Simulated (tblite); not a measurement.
C5H6ClPS.
Geometry (GFN2-xTB, Å), atoms numbered from 1 in this order:
```xyz
14
C5H6ClPS angstrom
C     -1.9431   -0.5644    0.5010
C     -1.2048    0.2547   -0.5556
C      0.2762    0.2068   -0.3206
C      0.9814    1.2758    0.1132
S      2.6672    1.0804    0.3847
C      2.6585   -0.5893   -0.0759
Cl     4.1515   -1.4361   -0.0217
P      1.1813   -1.3115   -0.5614
H     -1.5996   -1.5971    0.4780
H     -1.7562   -0.1606    1.4935
H     -3.0136   -0.5483    0.3124
H     -1.4262   -0.1550   -1.5438
H     -1.5473    1.2911   -0.5301
H      0.5741    2.2530    0.3040
```

All values are computed: GFN2-xTB (tblite) harmonic vibrations without scaling, gas phase. Errors from tens to a few hundred cm⁻¹ against measured bands are possible. One conformer, not necessarily the lowest.

Harmonic wavenumbers (cm⁻¹): 33.8, 87.8, 167.1, 187.1, 222.3, 291.9, 320.5, 344.0, 347.9, 477.8, 539.7, 558.9, 668.1, 751.7, 815.1, 864.7, 887.5, 979.4, 1040.2, 1066.0, 1081.6, 1126.7, 1204.2, 1248.7, 1312.0, 1406.4, 1473.0, 1491.6, 1496.6, 1521.1, 2966.3, 2981.0, 3024.2, 3037.3, 3040.8, 3112.9.

A = 2508, B = 777.1, C = 623.2 MHz; mass 163.962 u (most abundant isotopes); point group C1, symmetry number 1.

Task: What is the zero-point energy?

Result: Half the sum of the wavenumbers: 21088 cm⁻¹ = 252.27 kJ/mol.

Task: What is S at 298.15 K and 1 bar for an ideal gas of classical rigid rotors and harmonic oscillators?

Result: Translation 172.46, rotation 125.35, vibration 102.74: S = 400.5 J/(mol K).

Task: And Cp and H(298.15 K) − H(0)?

Result: Cp = 139.56 J/(mol K), of which vibrations give 106.31 (their classical limit is 36 R = 299.3); H(298.15 K) − H(0) = 26.08 kJ/mol without the zero-point energy, 16.17 from vibrations.

Task: Blend soft modes into free rotors: weight 1/[1 + (100 cm⁻¹/ν̃)⁴] for the oscillator and the rest for a rotor with moment μB/(μ + B), μ = h/(8π²ν), B = 10⁻⁴⁴ kg m². What vibrational entropy results?

Result: 94.00 J/(mol K) in place of 102.74, which changes −T·S at 298.15 K by +2.60 kJ/mol.

Task: What must be added to the electronic energy to get the Gibbs energy at 298.15 K and 1 bar?

Result: ZPE + [H(298.15 K) − H(0)] − T·S = 252.27 + 26.08 − 119.42 = 158.93 kJ/mol.

Task: How do the functions run with temperature in this model?

Result: 
```csv
T (K),S (J/(mol K)),Cp (J/(mol K)),H − H(0) (kJ/mol),G − H(0) (kJ/mol),ln q(vib)
150,323.4,89.7,9.03,-39.48,2.59
250,377.4,123.9,19.74,-74.61,4.78
400,445.9,169.7,41.87,-136.48,8.04
600,523.7,213.9,80.55,-233.67,12.22
900,618.8,254.0,151.29,-405.59,17.96
```

q(vib) and H(0) count from the zero-point level.

Hindered rotation and anharmonicity are outside this model. Other conformers, if any are populated, would add a mixing term that is left out. The structure is chiral; the term R ln 2 for an equal mix with its mirror image is left out.
